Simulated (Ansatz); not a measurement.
Born–Oppenheimer molecular dynamics of CH₇NSiSn (11 atoms, charge 0, multiplicity 1). It starts at the highest image of a converged band. Of that band: Neighbouring images differ by up to 2.0 eV, so the band resolves the path poorly. A vibrational analysis at the climbing image gives one clearly imaginary mode, 1066i cm⁻¹: a first-order saddle point.

Method: RKS PBE0-D4/def2-SVP (Ansatz 0.2.0).

| Quantity | Value |
| --- | --- |
| ensemble | NVE (velocity Verlet) |
| time step | 0.5 fs |
| steps asked | 200 |
| starting velocities drawn for | 100 K |
| seed | 11841 |

First frame:

```xyz
11
Properties=species:S:1:pos:R:3
C -1.345 1.391 -0.191
Sn 0.103 0.273 -1.412
N 1.651 -0.484 0.491
Si 0.615 -1.783 0.095
H -2.014 1.961 -0.855
H -1.961 0.711 0.416
H -0.826 2.104 0.466
H 1.723 0.713 -0.777
H 1.392 0.118 1.276
H 1.281 -2.985 -0.463
H -0.554 -2.076 0.974
```

(1) What does the run give?

(2) What happens to the structure?

(3) How do temperature and energy run in time?

Results:

(1) The run went to its last step.

- steps done: 200
- time covered: 100 fs
- mean temperature over the second half: 1017 K
- spread of the potential energy over the second half: 44.5 meV per atom
- mean potential energy of the second half above the start: -97.4 meV per atom

The conserved energy stayed within 3.1 meV per atom of its start (net change -1.7 meV per atom), so there is no drift, though single steps change it by up to 41 meV in the whole system, a sign of fast motions only just resolved. The system heated up, since it started high on the potential surface and ran downhill. A run of 0.1 ps of so small a system gives no equilibrium averages. The orbitals stay closed-shell, which can raise the energy where a bond breaks towards radicals; this wasn't checked here.

(2) The step under study would form N3–H8 and break Sn2–H8. These pairs go: N3–H8 1.74 → 1.06 Å, Sn2–H8 1.79 → 3.29 Å. In the last frame they stand as after the step (other bonds may differ from the relaxed reactants and products). These pairs come and go: their bonding changes 18 times, last at 98 of 100 fs, so the outcome isn't settled. It ends as one piece, CH7NSiSn. Pairs count as bonded within 1.25 times the sum of covalent radii (0.12 Å more for H–H). This is one draw of velocities; another would differ in detail.

(3) 
```tsv
time (fs)	T (K)	potential energy less start (eV)	conserved less start (meV/atom)
0.0	100	0.000	0.00
8.0	98	0.003	0.11
16.0	628	-0.592	2.06
24.0	1604	-1.755	-0.45
32.0	370	-0.311	0.28
40.0	1360	-1.477	-1.01
48.0	860	-0.866	1.67
56.0	866	-0.889	0.17
64.0	576	-0.550	0.29
72.0	1585	-1.748	-1.87
80.0	888	-0.934	-1.58
88.0	920	-0.951	0.18
96.0	660	-0.648	0.34
```

Run time: 12 min on 2 threads of Arm Neoverse V1, on a shared host, peak memory 0.25 GiB.
